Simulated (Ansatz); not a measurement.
Consider the redistribution: `CO[SiH](O)O` + `[SiH3][O][Ge][Cl]` → `CO[SiH](O)O[SiH3]` + `[OH][Ge][Cl]`.

Program: Ansatz. Geometries: PBE0-D4/def2-TZVP. ΔE: electronic, gas phase. CBS: MP2 limit from def2 TZ/QZ plus the TZ coupled-cluster correction, frozen cores. For Ge outer-core shells are correlated without core-valence functions, which leaves a few kJ/mol of doubt a bond. Scalar relativity is left out up to krypton. One conformer a species, not always the lowest.

```tsv
species	CCSD(T)/CBS(def2) energy (Eh)
`CO[SiH](O)O`	-556.41063
`[SiH3][O][Ge][Cl]`	-2902.05095
`CO[SiH](O)O[SiH3]`	-846.73000
`[OH][Ge][Cl]`	-2611.73425
```

Task: Work out ΔE.

Result: ΔE = (-846.73000) + (-2611.73425) − (-556.41063) − (-2902.05095) = -0.00267 Eh = -0.07 eV.

Largest T1 diagnostic among the species: 0.014.

In def2-TZVPP, CCSD(T) changes the Hartree–Fock value by +0.04 eV (the triples alone add +0.01 eV) and MP2 by +0.05 eV.
